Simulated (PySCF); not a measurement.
C3H7NSSi (charge +1 and doublet state).
Z-matrix (Å and degrees, GFN2-xTB geometry), rows numbered from 1:
```
N 
C   1  1.2430
C   2  1.4503  1  128.70
C   3  1.3492  2  121.73  1   174.31
S   4  1.7178  3  124.84  2    -4.70
Si  5  2.2727  4  103.18  3   157.09
H   1  1.0115  2  126.56  3    10.20
H   2  1.0954  1  117.39  3   174.58
H   3  1.0815  2  117.83  1    -3.01
H   4  1.0823  3  119.08  2   175.44
H   6  1.4568  5  101.28  4   -68.26
H   6  1.4587  5  100.25  4    49.60
H   6  1.4503  5   99.19  4   170.22
```

The hyperfine couplings belong to this conformer and change with its torsions.

As a line formula: `[H]/N=C\C=C/[S+][SiH3]` [radical] (charge +1).

Method used: UKS B3LYP, pcH-1 on C H N S Si, non-relativistic, mean-field spin-orbit, GIAO (PySCF). Isolated species at its GFN2-xTB geometry (one conformer only). Couplings are sensitive to structure, and on GFN2-xTB geometries they can be far from those on DFT ones, by a factor of two or more for some ions and for spin on atoms past the first row. No stability test was run, so a lower SCF solution isn't excluded. ⟨S²⟩ is 0.774 where a pure state has 0.75.

(1) Break the g tensor into its mass correction, gauge correction and orbital-Zeeman/spin–orbit terms.

(2) What effective moment and Curie constant follow for a powder?

(3) At 93.622 GHz, how far is the centre of the isotropic spectrum from where a free electron (g = 2.002319) resonates?

(4) What are the electron Larmor frequencies g μB B/h along the three axes at 340 mT?

(5) In a frozen sample, at which fields do the three g values resonate at 9.5, 34, 94 and 263 GHz (hyperfine left aside), and which band first spreads them over more than twice a line width of 0.3 mT?

Answers

(1) 
| Δg (ppt) | 1 | 2 | 3 |
| --- | --- | --- | --- |
| relativistic mass correction | -0.22 | -0.22 | -0.22 |
| gauge correction | 0.00 | 0.02 | 0.04 |
| orbital Zeeman/spin–orbit | 0.15 | 7.76 | 25.42 |
| total | -0.07 | 7.56 | 25.24 |

So g = 2.00225, 2.00988, 2.02756 and g_iso = 2.01323; the tensor is rhombic: the two nearest values differ by 30 % of g3 − g1. 

(2) With the mean of g² = 4.0532 and S(S+1) = 0.75: μ_eff = √(⟨g²⟩S(S+1)) = 1.744 μB and χT = 0.12505·⟨g²⟩·S(S+1) = 0.380 cm³ K/mol (cgs; spin-Hamiltonian part alone).

(3) B = hν/(g μB) with μB/h = 13.99624 MHz/mT gives 3340.67 mT for the free electron and 3322.56 mT at g_iso, 18.11 mT lower.

(4) 9.5282, 9.5645, 9.6486 GHz for g1, g2 and g3, a range of 120.4 MHz.

(5) 
```
band    GHz  B(g3) mT  B(g2) mT  B(g1) mT  spread mT
   X    9.5    334.76    337.71    339.00       4.23
   Q   34.0   1198.10   1208.64   1213.25      15.14
   W   94.0   3312.40   3341.53   3354.27      41.87
   J  263.0   9267.67   9349.18   9384.82     117.15
```

The spread grows in proportion to the frequency. X band is the first where it exceeds 0.6 mT.

The Mulliken spin populations are largest on S5 (+0.42), N1 (+0.39), C3 (+0.30) and C2 (-0.11). Three atoms exceed +0.15. The positive populations add up to 1.17 and the negative ones to -0.17, together 2S = 1.

The HOMO–LUMO gaps are 5.21 eV among the α and 1.70 eV among the β orbitals.
